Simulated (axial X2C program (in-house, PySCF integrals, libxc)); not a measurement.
**Low determinants of RuC⁻ at the PBE0 level, with spin–orbit coupling**

Calculated with an in-house relativistic program for diatomic molecules. Two-component (2c) means X2C with spin–orbit coupling and atomic mean-field two-electron Coulomb and Gaunt terms. Basis: Ru dyall-acv3z [13s13p9d5f3g], C dyall-av3z [8s7p3d2f] (cores contracted in-house); Gaussian nuclei, density fitting, unrestricted open shells. Masses: Ru 101.904 u, C 12.000 u.

Search at 1.620 Å (vertical energies from the lowest determinant):

```
ΔE (eV)    state  electrons beyond evenly filled partner blocks  electrons in ±ω = 1/2, 3/2, 5/2, 7/2
   0.00  Ω = 5/2                                        ω = 5/2                             34 14 3 0
   0.07  Ω = 1/2                                        ω = 1/2                             33 14 4 0
   0.23  Ω = 3/2                                        ω = 3/2                             34 13 4 0
   0.66  Ω = 9/2                      ω = 1/2, ω = 3/2, ω = 5/2                             33 15 3 0
   0.96  Ω = 7/2                           2 × ω = 1/2, ω = 5/2                             34 14 3 0
   1.03  Ω = 3/2                     ω = 1/2, ω = -3/2, ω = 5/2                             33 15 3 0
   1.09  Ω = 1/2                    ω = -1/2, ω = -3/2, ω = 5/2                             33 15 3 0
```

Lowest determinant, Ω = 5/2 (⟨Sz⟩ = 0.50, ⟨Lz⟩ = 2.00 at PBE0): Re = 1.618 Å, ωe = 1120.1 cm⁻¹.

The determinant in row 2 of the search, Ω = 1/2 (⟨Sz⟩ = 0.50, ⟨Lz⟩ = 0.00 at PBE0), was followed along the bond at PBE0; measured from the minimum of the lowest determinant it gives:

Te = 0.046 eV (368 cm⁻¹), Re = 1.592 Å, ωe = 1183.2 cm⁻¹.

Question: Compare the bond of the determinant in row 2 with that of the lowest one.

Answer: At PBE0 its Re is 0.026 Å shorter and its force constant, which goes as ωe², is 1.12 times that of the lowest determinant. T0 ≈ Te + Δωe/2 = 368 + (32) = 400 cm⁻¹.

The search compares states at one distance, so a state with another bond length can lie lower; it is not exhaustive and yields mostly the lowest determinant of each block pattern, so other components and higher states of one pattern are missing. These are energies of single determinants, not of spin-adapted states; PBE0 term energies can be off by some tenths of an eV, and the functional has no current term. The lowest determinant need not be the ground state where others lie within half an eV. For an anion, determinants above electron detachment are held by the basis set. Some points of a curve did not converge. The highest occupied level of some functionals is positive through self-interaction error; at Hartree–Fock it is bound. Row 1 has a positive highest level at its minimum. Row 2 has a positive highest level at its minimum.
